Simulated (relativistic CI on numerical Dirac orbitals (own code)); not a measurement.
# Cr4+ in a cubic cluster: 3s photoemission with charge transfer

Computed with a charge-transfer multiplet model of a cubic metal-ligand cluster with up to 2 ligand holes, Slater and spin-orbit integrals from Dirac-Coulomb-Breit ions, Slater integrals scaled by 0.9. The ground state mixes d2 with configurations of k ligand holes L, whose averages lie at kΔ + k(k − 1)U_dd/2; a core hole lowers each added d electron by U_cd. 300 K, Lorentzian 1.4 eV and Gaussian 0.8 eV FWHM.

Atomic integrals in eV (Slater integrals scaled, ζ unscaled), ground: F2dd 10.549, F4dd 6.644, zeta_d 0.039; with the core hole: F2dd 11.383, F4dd 7.204, zeta_d 0.045, G2cd 11.080.

Cluster parameters (eV): Δ = -1.1, U_dd = 4.9, 10Dq = 2, 10Dq(ligand) = 0, V(eg) = 3, V(t2g) = -1.52, final-state hopping factor = 0.8.

Weights, n_d and S are thermal averages at 300 K. Binding energies count from the first peak over 30 % of the highest in each spectrum, which can be another peak from case to case. The parameters are a model scan and need not match a compound or its usual spin state. Peaks in eV (height, largest 100): 0.0 (100), 1.9 (37), 5.4 (31), 7.9 (36), 9.1 (40).

**Question.** Which parameters give this spectrum?
A. U_cd = 7.6 eV
B. U_cd = 4 eV
C. U_cd = 5.8 eV

**Answer.** B. U_cd = 4 eV; the ground state then has 3.03 d electrons and S = 1.00. The choice follows from running the model for each set and comparing peak positions and heights. Without intra-shell correlation the exchange splitting of the 3s hole comes out too large. The space is cut while the next configuration still counts.
